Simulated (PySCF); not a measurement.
# Identify the compound

Molecular formula: C5H12NPS. Simulated spectra:

¹H NMR (500 MHz, computed): δ 3.59 (m, 2H), 2.18 (m, 2H), 1.63 (m, 2H), 1.32 (m, 2H), 1.07 (m, 3H), -0.69 (br s, 1H).

¹³C{¹H} NMR (computed): δ 34.1 (CH2), 28.6 (CH2), 22.3 (CH3).

Theoretical values (PySCF): geometry from PBE0-D3(BJ)/def2-SVP, GIAO PBE0/pcSseg-1 shieldings. Relativity neglected, no solvent model, equivalent nuclei averaged, a single conformation.

Chemical shifts δ = σref − σ; ¹H (σ = 31.27 ppm) and ¹³C (σ = 184.41 ppm) vs TMS, all at this level.

**Question.** Propose a structure and justify it.

**Answer.** 
- 3 carbon signals for 5 carbons: some carbons are equivalent by symmetry or fast rotation.
- Carbon types of the structure: 4 × CH2, 1 × CH3, leaving 1 H on heteroatoms.
- δC 34.1: sp3 CH2 bonded to P.
- δC 28.6: sp3 CH2 bonded to S.
- δC 22.3: methyl carbon bonded to P.
- δH 3.59, 2.18: hydrogen on an sp3 CH2 bonded to S.
- δH 1.63, 1.32: hydrogen on an sp3 CH2 bonded to P.
- δH 1.07: hydrogen on a methyl carbon bonded to P.
- δH -0.69: hydrogen on a nitrogen bonded to P; exchangeable, gas-phase position.

These data were computed for `CP1(=N)CCSCC1`.

This is the structure that produced the data.

Exchangeable OH/NH protons stand at their gas-phase positions; hydrogen bonding in a real sample shifts them, mostly to higher δ. Splittings by ³¹P in the carbon and heteronuclear signals aren't shown, as no couplings were computed. Shifts are as computed. Against solution values, carbons near 30 ppm lie about +2 ppm off and those near 130 ppm about +5 ppm; carbons on S a further +3 ppm. Of 1313 compounds with measured shifts, 239 miss one by over three times the rms of a fit or turn the order of signals round; such compounds aren't used in these exercises. Multiplicities follow the n + 1 count of equivalent neighbours, as no J values were calculated; m marks all less simple cases, F and P coupling included.
